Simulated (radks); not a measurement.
All-electron atom: W3+ in [Xe] 4f14 5d2.5 6s0.5 (fractional occupations, a model configuration). Calculated with a radial shooting solver on a logarithmic mesh with Libxc functionals: scalar-relativistic Kohn-Sham, PBE, spin-unpolarised, spherical densities, finite nucleus; Fermi nuclear charge, rms radius 5.3658 fm.

Normalised radial functions P(r) = r R(r), r in bohr:

| r | 4d | 5s | 4f |
|---|---|---|---|
| 0.002602 | 0.0002 | 0.1265 | 0.0000 |
| 0.003498 | 0.0005 | 0.1496 | 0.0000 |
| 0.004703 | 0.0012 | 0.1713 | 0.0000 |
| 0.006374 | 0.0027 | 0.1873 | 0.0000 |
| 0.00857 | 0.0060 | 0.1896 | 0.0000 |
| 0.01152 | 0.0130 | 0.1687 | 0.0001 |
| 0.01549 | 0.0278 | 0.1139 | 0.0004 |
| 0.02099 | 0.0588 | 0.0154 | 0.0012 |
| 0.02823 | 0.1170 | -0.1141 | 0.0035 |
| 0.03795 | 0.2207 | -0.2415 | 0.0096 |
| 0.05102 | 0.3859 | -0.2980 | 0.0250 |
| 0.06915 | 0.6147 | -0.1986 | 0.0626 |
| 0.09297 | 0.8324 | 0.0683 | 0.1416 |
| 0.125 | 0.8964 | 0.3601 | 0.2912 |
| 0.168 | 0.6127 | 0.3930 | 0.5326 |
| 0.2278 | -0.1161 | -0.0111 | 0.8566 |
| 0.3062 | -0.9930 | -0.5250 | 1.1556 |
| 0.4117 | -1.5268 | -0.5441 | 1.3033 |
| 0.5579 | -1.4071 | 0.1408 | 1.2120 |
| 0.7501 | -0.8700 | 0.9148 | 0.9372 |
| 1.009 | -0.3614 | 1.1485 | 0.6037 |
| 1.356 | -0.0951 | 0.8143 | 0.3179 |
| 1.838 | -0.0134 | 0.3438 | 0.1277 |
| 2.471 | -0.0009 | 0.0865 | 0.0383 |
| 3.322 | 0.0000 | 0.0113 | 0.0075 |
| 4.466 | 0.0000 | 0.0006 | 0.0008 |
| 6.053 | 0.0000 | 0.0000 | 0.0000 |
| 8.138 | 0.0000 | 0.0000 | 0.0000 |

4d: eigenvalue -269.31 eV, 1 radial node at r = 0.219 bohr, <r> = 0.511 bohr, 90 % of the charge inside 0.766 bohr. 5s: eigenvalue -109.62 eV, 4 radial nodes at r = 0.0218, 0.0872, 0.226, 0.531 bohr, <r> = 1.06 bohr, 90 % of the charge inside 1.52 bohr. 4f: eigenvalue -64.035 eV, 0 radial nodes, <r> = 0.606 bohr, 90 % of the charge inside 1.00 bohr.
